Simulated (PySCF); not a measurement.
Correlation energy of Sc (scandium, neutral)

[Ar] 3d3, high-spin 4F determinant (an excited configuration). All numbers are calculated (PySCF 2.14, scalar relativity by spin-free X2C-1e, in x2c-TZVPPall (6s5p4d2f1g, 64 functions)). Frozen: [Ar]; 3 electrons correlated.

```tsv
level	correlation energy (mhartree)
CCSD	-40.84
(T)	-2.24
CCSD(T)	-43.08
```

Diagnostics: T1 = 0.041, D1 = 0.0578, largest double amplitude 0.091.

T1 exceeds 0.03, a sign that the reference determinant is poor.

Cost of the coupled-cluster step: roughly 2.8 core-seconds, for 3 correlated electrons.

Iterations:

```
CC2 = 0
CCSD nocc = (np.int64(3), np.int64(0)), nmo = (55, 55)
frozen orbitals [[0, 1, 2, 3, 4, 5, 6, 7, 8], [0, 1, 2, 3, 4, 5, 6, 7, 8]]
max_cycle = 100
direct = 0
conv_tol = 1e-08
conv_tol_normt = 1e-06
diis_space = 8
diis_start_cycle = 0
Init t2, MP2 energy = -0.0283333318449654
Init E_corr(UCCSD) = -0.0283333318451432
cycle = 1  E_corr(UCCSD) = -0.0353672895149095  dE = -0.00703395767  norm(t1,t2) = 0.0645917
cycle = 2  E_corr(UCCSD) = -0.0377472512856814  dE = -0.00237996177  norm(t1,t2) = 0.0374373
cycle = 3  E_corr(UCCSD) = -0.0403766621650466  dE = -0.00262941088  norm(t1,t2) = 0.0249734
cycle = 4  E_corr(UCCSD) = -0.0403563177269428  dE = 2.03444381e-05  norm(t1,t2) = 0.00962582
cycle = 5  E_corr(UCCSD) = -0.040892140982286  dE = -0.000535823255  norm(t1,t2) = 0.00484344
cycle = 6  E_corr(UCCSD) = -0.0408180653175606  dE = 7.40756647e-05  norm(t1,t2) = 0.00153036
cycle = 7  E_corr(UCCSD) = -0.0408176738208629  dE = 3.91496698e-07  norm(t1,t2) = 0.000590394
cycle = 8  E_corr(UCCSD) = -0.0408507290872253  dE = -3.30552664e-05  norm(t1,t2) = 0.000374407
cycle = 9  E_corr(UCCSD) = -0.0408276382495626  dE = 2.30908377e-05  norm(t1,t2) = 0.000182665
cycle = 10  E_corr(UCCSD) = -0.0408369718030537  dE = -9.33355349e-06  norm(t1,t2) = 9.15896e-05
cycle = 11  E_corr(UCCSD) = -0.0408365367071409  dE = 4.35095913e-07  norm(t1,t2) = 7.29419e-06
cycle = 12  E_corr(UCCSD) = -0.0408364041304781  dE = 1.32576663e-07  norm(t1,t2) = 2.80394e-06
cycle = 13  E_corr(UCCSD) = -0.040836413503648  dE = -9.37316984e-09  norm(t1,t2) = 4.95904e-07
UCCSD converged
E(UCCSD) = -763.145659455873  E_corr = -0.04083641350364796
UCCSD(T) correction = -0.0022414432474553
```
